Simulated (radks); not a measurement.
Initial-state core-level shifts of neutral iridium when its valence configuration changes from [Xe] 4f14 5d7 6s2. Method: scalar-relativistic Kohn-Sham, PBE, spin-polarised, spherical densities, finite nucleus; open shells are filled with parallel spins first (spin-orbit coupling, left out, can overturn this in heavy ions); Fermi nuclear charge, rms radius 5.4032 fm; computed with a radial shooting solver on a logarithmic mesh with Libxc functionals. Shifts are changes of the shell-averaged eigenvalues in eV (positive: less bound); the change of the density at the nucleus, which sets a Mossbauer isomer shift, is in e/bohr^3, on a base of 1.948e+06.

4f13 5d7 6s2 6p1: 1s -16.158; 2p -17.151; 4d -16.177; 5p -7.492; density at nucleus +170.8
4f13 5d8 6s2: 1s -11.269; 2p -12.156; 4d -11.234; 5p -2.932; density at nucleus +122.7
4f13.5 5d7 6s2 6p0.5: 1s -7.968; 2p -8.452; 4d -8.003; 5p -3.730; density at nucleus +84.0
4f14 5d6 6s2 6p1: 1s -4.571; 2p -4.674; 4d -4.637; 5p -4.274; density at nucleus +44.7
4f13.5 5d7.5 6s2: 1s -5.579; 2p -6.014; 4d -5.584; 5p -1.478; density at nucleus +60.8
4f11 5d8 6s2 6p2: 1s -45.867; 2p -48.969; 4d -45.226; 5p -18.368; density at nucleus +490.4
4f13.5 5d8.5 6s1: 1s -2.867; 2p -3.193; 4d -2.795; 5p +1.037; density at nucleus -67.1
4f14 5d8 6s1: 1s +2.578; 2p +2.684; 4d +2.659; 5p +2.399; density at nucleus -123.7
4f10 5d9 6s2 6p2: 1s -58.929; 2p -63.108; 4d -57.619; 5p -21.527; density at nucleus +632.2
